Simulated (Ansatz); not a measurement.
C2H6Al, doublet, at a GFN2-xTB geometry (such geometries of metal compounds can be far from the true shape) (the spin is typed, not shown lowest); HF/3-21G in Ansatz (a program for electronic structure).

The Ansatz input:
Ansatz 0.2 input:
```yaml
crystal:
  periodic: [false, false, false]
  atoms:
    - {symbol: Al, position_ang: [0.35199768, -0.19927276, 0.39218526]}
    - {symbol: C, position_ang: [1.16273168, 0.29965867, -1.38755194]}
    - {symbol: H, position_ang: [2.22627517, 0.03493887, -1.43926309]}
    - {symbol: H, position_ang: [1.09774163, 1.37516455, -1.59155831]}
    - {symbol: H, position_ang: [0.67263692, -0.20609115, -2.22804560]}
    - {symbol: C, position_ang: [-1.59435430, -0.05530867, 0.90665097]}
    - {symbol: H, position_ang: [-2.23287698, -0.73254228, 0.32682456]}
    - {symbol: H, position_ang: [-1.99441749, 0.95437693, 0.75535734]}
    - {symbol: H, position_ang: [-1.75559339, -0.30140102, 1.96368260]}
basis:
  gaussian:
    orbitals: 3-21G.json
hamiltonian:
  xc: hf
magnetization: {spin_polarized: true, initial_magnetization: 1}
output: {forces: true}
```
The basis file holds 3-21G in the JSON format of the Basis Set Exchange.

Question: Predict the main parts of the log of this Ansatz run.

Answer: 
```
Functional definition: HF
525 factors; integrals over basis functions are off by at most 9.7e-4 eV
mean field evaluation 1: about -8688.0543 eV, gradient 1.8e1 eV
mean field evaluation 2: about -8688.1832 eV, gradient 1.9e1 eV
mean field evaluation 4: about -8690.3047 eV, gradient 1.8e0 eV
mean field evaluation 8: about -8690.3818 eV, gradient 2.6e-1 eV
mean field evaluation 16: about -8690.3841 eV, gradient 1.4e-5 eV
mean field -8690.38414346 eV, -319.3657267184 hartree, gradient 1.4e-5 eV, S^2 0.752368; 0 other end points of the search recorded, 0 dependent functions left out
the calculation of the forces begins
reference -8690.38414346 eV, -319.3657267184 hartree; 16, 15 occupied and 27, 28 virtual orbitals, 525 factors
Total energy: -8690.38414346 eV, -319.3657267184 hartree
Atom 0 at     0.351998    -0.199273     0.392185 Å, force     0.095286    -0.053943     0.106165 eV/Å
Atom 1 at     1.162732     0.299659    -1.387552 Å, force     0.162608     0.065390    -0.405711 eV/Å
Atom 2 at     2.226275     0.034939    -1.439263 Å, force    -0.365026     0.040560     0.173624 eV/Å
Atom 3 at     1.097742     1.375165    -1.591558 Å, force    -0.067491    -0.194353     0.131715 eV/Å
Atom 4 at     0.672637    -0.206091    -2.228046 Å, force     0.003956     0.079050     0.224773 eV/Å
Atom 5 at    -1.594354    -0.055309     0.906651 Å, force    -0.417455     0.078884     0.121768 eV/Å
Atom 6 at    -2.232877    -0.732542     0.326825 Å, force     0.215265     0.110695     0.032931 eV/Å
Atom 7 at    -1.994417     0.954377     0.755357 Å, force     0.159706    -0.171701    -0.042426 eV/Å
Atom 8 at    -1.755593    -0.301401     1.963683 Å, force     0.213151     0.045419    -0.342839 eV/Å
Dipole moment:    -0.027388     0.015505    -0.030515 e Å
```
